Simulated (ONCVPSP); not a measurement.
## Ge (Z = 32): variants of one ONCV potential

Base potential:

Ge, optimised norm-conserving Vanderbilt (ONCV), made with ONCVPSP 4.0.1 (PBEsol, scalar-relativistic). Core [Ar], reference 3d10 4s2 4p2. Waves: 4s: rc 1.80 bohr, ncon 4, nbas 8, qcut 3.9 1/bohr, 3 projectors, debl 3.2 Ha; 4p: rc 2.15 bohr, ncon 5, nbas 8, qcut 4.2 1/bohr, 2 projectors, debl 0.7 Ha; 3d: rc 0.90 bohr, ncon 4, nbas 9, qcut 14.4 1/bohr, local. Local part: the d channel. Core correction: Teter function, fcfact 5.5, rcfact 1.1.

Cutoffs, loose and tight: the cutoffs (Ha) at which the residual kinetic energy of the hardest occupied pseudo-wave falls to 1 and 0.1 mHa per electron. They do not see the model core or the augmentation charge, which bear on the density cutoff. Test errors are all-electron minus pseudo excitation energies from the reference, over the configurations 3d10 4s2 4p1; 3d10 4s2 4p0; 3d10 4s1 4p0; 3d10 4s1 4p2. A dash means not determined; rows that change the core or the reference have their own tests.

A true bound ghost makes a file unfit for plane-wave use even where its test errors are small: the radial tests pick states by their node count and pass the ghost by.

| change | outcome | cutoff, loose | cutoff, tight | bound ghosts | GHOST(+) flags above zero | largest test error (meV) |
| --- | --- | --- | --- | --- | --- | --- |
| base | generated | 100 Ha | 321 Ha | s, p | s | -12 |
| p: rc 1.84 | generated | 100 Ha | 321 Ha | s, p | s | -12 |
| core correction Teter function, fcfact 1.8, rcfact 1.1 | generated | 100 Ha | 321 Ha | s, p | s | -12 |
| core correction Teter function, fcfact 5.5, rcfact 1.4 | generated | 100 Ha | 321 Ha | s, p | s | -12 |

Problem. What comes out with this change to the base: p: debl 5.55?

Solution. outcome: generated; cutoff, loose: 100 Ha; cutoff, tight: 321 Ha; bound ghosts: s; GHOST(+) flags above zero: s, p; largest test error (meV): 4 of 4 tests not solved or not reliable.

Problem. What comes out with this change to the base: d: ncon 5, nbas 10?

Solution. outcome: generated; cutoff, loose: 144 Ha; cutoff, tight: 439 Ha; bound ghosts: s, p; GHOST(+) flags above zero: s; largest test error (meV): -13.

Problem. What comes out with this change to the base: s: qcut 2.7; p: qcut 2.9; d: qcut 10?

Solution. outcome: generated; cutoff, loose: 395 Ha; cutoff, tight: 546 Ha; bound ghosts: s, p; GHOST(+) flags above zero: none; largest test error (meV): -16.
